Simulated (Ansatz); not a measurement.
Gas-phase electronic energies from Ansatz, PBE0-D4/def2-TZVP geometries. CCSD(T)/CBS adds triple-zeta CCSD(T) − MP2 to the extrapolated MP2 energy (def2 sets, frozen cores). DFT in def2-TZVPP. Each species was taken in one conformer, which may not be the lowest.

Consider the isomerisation: `C[C]1(C)[O][AlH]1` → `O[C]1([AlH2])CC1`.

`C[C]1(C)[O][AlH]1`:

```xyz
12

C    -0.254   -1.369   -0.310
C     0.115    0.069   -0.068
C    -0.836    0.756    0.874
O     1.526    0.200    0.391
Al    1.406    1.003   -1.111
H    -1.241   -1.443   -0.773
H    -0.287   -1.910    0.646
H     0.463   -1.880   -0.955
H    -1.847    0.772    0.460
H    -0.540    1.786    1.087
H    -0.869    0.215    1.830
H     2.364    1.801   -2.070
```

`O[C]1([AlH2])CC1`:

Cartesian coordinates in Å:
```
O 0.147 -0.610 -1.675
C 0.083 -0.064 -0.369
Al 1.051 1.582 0.004
C 0.088 -1.152 0.679
C -1.176 -0.420 0.409
H -0.317 -0.016 -2.271
H 1.189 2.039 1.521
H 1.649 2.450 -1.184
H 0.173 -2.157 0.282
H 0.606 -0.985 1.616
H -1.935 -0.940 -0.164
H -1.558 0.271 1.152
```

```tsv
level	ΔE (kJ/mol)
PBE-D4	105.2
B2PLYP	107.9
r2SCAN	108.8
PBE0	94.0
HF/def2-TZVPP	76.4
MP2/def2-TZVPP	106.5
MP2/def2-QZVPP	108.6
SCS-MP2/def2-QZVPP	105.9
```

Q: What does CCSD(T)/CBS give? (Estimate.)

A: The calculation gave: +106.7 kJ/mol. The listed levels differ from it by -1.5, 1.2, 2.1, -12.7, -30.3, -0.2, 1.9, -0.8 kJ/mol.

Largest T1 diagnostic among the species: 0.015.

From PBE to PBE0 (25 % exact exchange), in def2-TZVPP and without D4, ΔE moves by −10.8 kJ/mol. In def2-TZVPP, CCSD(T) changes the Hartree–Fock value by +27.4 kJ/mol (the triples alone add +5.4 kJ/mol) and MP2 by +30.2 kJ/mol.
